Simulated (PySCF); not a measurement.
ethylene glycol (C₂H₆O₂), SMILES OCCO.

Geometry optimised at PBE-D3(BJ)/def2-SVP. The values are those of a single conformer.

All values below come from PySCF 2.14.0 with PBE-D3(BJ)/def2-SVP.

No scaling factor is applied to the harmonic values.

Computed harmonic wavenumbers and intensities:
| mode | ν (cm⁻¹) | IR (km/mol) | moving atoms (share of kinetic energy) |
|---|---|---|---|
| 1 | 177 | 7.2 | O 57 %, H 30 %, C 13 % |
| 2 | 271 | 100.7 | H 87 %, O 12 % |
| 3 | 327 | 4.1 | H 41 %, O 39 %, C 20 % |
| 4 | 505 | 116.7 | H 87 %, O 9 % |
| 5 | 531 | 23.3 | H 42 %, C 33 %, O 25 % |
| 6 | 863 | 26.6 | H 56 %, C 26 %, O 18 % |
| 7 | 885 | 13.9 | C 47 %, H 39 %, O 14 % |
| 8 | 1047 | 61.1 | H 51 %, C 38 %, O 10 % |
| 9 | 1060 | 55.7 | C 42 %, O 32 %, H 27 % |
| 10 | 1105 | 67.4 | C 38 %, H 33 %, O 28 % |
| 11 | 1150 | 19.1 | H 82 %, C 14 % |
| 12 | 1216 | 4.8 | H 88 %, C 8 % |
| 13 | 1248 | 39.9 | H 81 %, C 16 % |
| 14 | 1333 | 0.4 | H 79 %, C 18 % |
| 15 | 1374 | 34.9 | H 77 %, C 18 % |
| 16 | 1401 | 40.7 | H 64 %, C 32 % |
| 17 | 1430 | 4.3 | H 91 %, C 8 % |
| 18 | 1440 | 7.1 | H 91 %, C 8 % |
| 19 | 2884 | 58.8 | H 93 % |
| 20 | 2904 | 61.4 | H 95 % |
| 21 | 2957 | 72.7 | H 90 %, C 10 % |
| 22 | 3016 | 32.2 | H 91 %, C 9 % |
| 23 | 3635 | 44.6 | H 94 % |
| 24 | 3740 | 37.4 | H 94 % |
